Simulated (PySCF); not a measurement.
Vertical excitations of a molecule C₆H₆ from TDA-PBE/def2-SVPD in PySCF, as energy in eV (oscillator strength): 4.15 (0.000), 4.70 (0.719), 5.11 (0.000), 5.43 (0.000), 5.97 (0.001), 5.99 (0.004), 6.57 (0.158), 6.60 (0.004), 6.79 (0.000), 6.86 (0.000). Lowest triplet (TDA): 2.61 eV. Coordinates come from a PBE0-D3(BJ)/def2-SVP optimisation. One conformer was computed; it need not be the lowest.

Pick the molecule that these values belong to.
A) C=CC#CC=C
B) C#CC(=C)C=C
C) c1ccccc1
D) C=C1C=CC=C1

A, C=CC#CC=C
